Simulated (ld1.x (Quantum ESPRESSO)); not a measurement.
**Reading a pseudo-wave (Pr)**

Columns: radius, all-electron u(r) and pseudo u(r) of the 4f shell (level -29.79 eV) of praseodymium in the configuration [Kr] 4d10 4f2 5s2 5p6 5d0 6s0 6p0; PBE, scalar-relativistic, TM scheme, ld1.x (Quantum ESPRESSO) 7.5.

```json
{"r (bohr)": "0.145", "all-electron": "0.1261", "pseudo": "0.0091"}
{"r (bohr)": "0.290", "all-electron": "0.5090", "pseudo": "0.1196"}
{"r (bohr)": "0.435", "all-electron": "0.8223", "pseudo": "0.4290"}
{"r (bohr)": "0.580", "all-electron": "0.9688", "pseudo": "0.8317"}
{"r (bohr)": "0.725", "all-electron": "0.9866", "pseudo": "1.0956"}
{"r (bohr)": "0.870", "all-electron": "0.9346", "pseudo": "1.1211"}
{"r (bohr)": "1.015", "all-electron": "0.8529", "pseudo": "0.9917"}
{"r (bohr)": "1.160", "all-electron": "0.7630", "pseudo": "0.8286"}
{"r (bohr)": "1.305", "all-electron": "0.6749", "pseudo": "0.6939"}
{"r (bohr)": "1.450", "all-electron": "0.5924", "pseudo": "0.5947"}
{"r (bohr)": "1.595", "all-electron": "0.5169", "pseudo": "0.5169"}
{"r (bohr)": "1.740", "all-electron": "0.4489", "pseudo": "0.4489"}
{"r (bohr)": "1.885", "all-electron": "0.3885", "pseudo": "0.3885"}
{"r (bohr)": "2.030", "all-electron": "0.3351", "pseudo": "0.3351"}
{"r (bohr)": "2.175", "all-electron": "0.2884", "pseudo": "0.2884"}
{"r (bohr)": "2.320", "all-electron": "0.2477", "pseudo": "0.2477"}
{"r (bohr)": "2.465", "all-electron": "0.2124", "pseudo": "0.2124"}
{"r (bohr)": "2.610", "all-electron": "0.1819", "pseudo": "0.1819"}
{"r (bohr)": "2.755", "all-electron": "0.1557", "pseudo": "0.1557"}
{"r (bohr)": "2.900", "all-electron": "0.1332", "pseudo": "0.1332"}
{"r (bohr)": "3.045", "all-electron": "0.1138", "pseudo": "0.1138"}
{"r (bohr)": "3.190", "all-electron": "0.0971", "pseudo": "0.0971"}
{"r (bohr)": "3.335", "all-electron": "0.0828", "pseudo": "0.0828"}
{"r (bohr)": "3.480", "all-electron": "0.0705", "pseudo": "0.0705"}
{"r (bohr)": "3.625", "all-electron": "0.0599", "pseudo": "0.0599"}
{"r (bohr)": "3.770", "all-electron": "0.0508", "pseudo": "0.0508"}
```

Question: How many radial nodes do the two functions have?

Answer: The all-electron 4f function has n − l − 1 = 0; the pseudo-wave has 0.

Question: At about which radius was the pseudo-wave matched?

Answer: 1.70 bohr, where the columns begin to agree (steps of 0.14 bohr).

Question: Is the pseudo-wave norm-conserving?

Answer: Yes: the TM scheme keeps the norm inside the radius equal to the all-electron one, which fixes the energy derivative of the logarithmic derivative at the level.
